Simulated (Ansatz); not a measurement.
```yaml
atoms:
  - { symbol: C, position_ang: [0.0355, -0.0153, -0.7069] }
  - { symbol: C, position_ang: [-0.0163, 0.0051, 0.7894] }
  - { symbol: H, position_ang: [0.9405, -0.0341, 1.3640] }
  - { symbol: H, position_ang: [-0.9763, 0.0036, 1.3795] }
  - { symbol: H, position_ang: [0.0082, 1.0112, -1.0730] }
  - { symbol: H, position_ang: [0.8502, -0.4669, -1.1516] }
  - { symbol: H, position_ang: [-0.9280, -0.4725, -1.0899] }
```

Basis set: 6-31G* (spherical functions). Correlated methods keep 2 orbitals frozen. Charge 0, multiplicity 2.

Computed with Ansatz (development build ahead of 0.2.0); each method stands on the lowest determinant of its kind that the runs found.

Q: Give the atomization energy at this shape (free ground-state atoms in the same class of orbitals less the molecule, no zero-point energy) of doublet C2H5 by UHF-MP2, UHF.

A:

```
 method  atomization energy
UHF-MP2            23.70 eV
    UHF            20.02 eV
```

Caution: the shape is not the minimum.
